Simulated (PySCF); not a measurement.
Correlation energy of As (arsenic, neutral)

[Ar] 3d10 4s2 4p3, high-spin 4S determinant. Calculation: PySCF 2.14, in cc-pVDZ-DK (5s4p2d, 27 functions); scalar relativity by spin-free X2C-1e. Frozen: [Ar] 3d10; 5 electrons correlated.

MP2 pair energies summed by pair of shells (mhartree):

| pair | energy | share (%) |
| --- | --- | --- |
| 4s-4p | -34.76 | 64.2 |
| 4p-4p | -12.17 | 22.5 |
| 4s-4s | -7.21 | 13.3 |

Total MP2 correlation energy: -54.15 mhartree.

Same-spin part -14.71 and opposite-spin part -39.44 mhartree; SCS-MP2 scales them by 1/3 and 6/5 to -52.23 mhartree.

```
  level  correlation energy (mhartree)
   CCSD                         -68.63
    (T)                          -0.69
CCSD(T)                         -69.32
```

Diagnostics: T1 = 0.0025, D1 = 0.0071, largest double amplitude 0.056.

Question: Is a single reference adequate?

Answer: Yes, within this model without spin-orbit coupling: T1 lies below 0.03 and no double amplitude reaches 0.07.
